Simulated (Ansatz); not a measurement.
Correlation energies of C10H20 (`CCCCCC1CCCC1`) by basis set

```xyz
30

C    -3.7165   -1.7888   -0.9624
C    -2.3469   -1.3682   -0.4582
C    -2.4053   -0.1516    0.4533
C    -1.0639    0.2554    1.0482
C    -0.0529    0.7471    0.0240
C     1.2514    1.2548    0.6320
C     2.1082    0.1392    1.2355
C     2.8056   -0.5092    0.0328
C     2.8835    0.5936   -1.0456
C     2.1933    1.8210   -0.4320
H    -4.3827   -2.0380   -0.1314
H    -3.6558   -2.6638   -1.6138
H    -4.1901   -0.9835   -1.5316
H    -1.6941   -1.1627   -1.3127
H    -1.8824   -2.2000    0.0854
H    -2.8290    0.6951   -0.1022
H    -3.1087   -0.3590    1.2685
H    -0.6505   -0.5943    1.6039
H    -1.2265    1.0489    1.7872
H    -0.5075    1.5613   -0.5543
H     0.1664   -0.0475   -0.6976
H     1.0072    2.0133    1.3844
H     1.5371   -0.5766    1.8303
H     2.8524    0.5849    1.9030
H     3.7900   -0.8984    0.2998
H     2.2263   -1.3606   -0.3325
H     3.9130    0.8155   -1.3334
H     2.3699    0.2768   -1.9562
H     2.9356    2.4643    0.0506
H     1.6731    2.4310   -1.1751
```

The species carries charge 0 and has multiplicity 1. Geometry: relaxed with PBE0-D4/def2-TZVP. It is one conformer, not always the lowest. Frozen core, restricted reference, Ansatz. CBS rows extrapolate triple and quadruple zeta; past MP2 they add the triple-zeta difference.

| basis | HF (Eh) | MP2 corr. | CCSD corr. | (T) | CCSD(T) total |
| --- | --- | --- | --- | --- | --- |
| def2-SVP | -390.05496 | -1.43343 | -1.55768 | -0.04939 | -391.66203 |
| def2-TZVPP | -390.47240 | -1.74287 | -1.84293 | -0.07570 | -392.39103 |
| def2-QZVPP | -390.49033 | -1.84966 | – | – | – |
| CBS(def2) | -390.49280 | -1.92877 | -2.02882 | as TZ | -392.59732 |
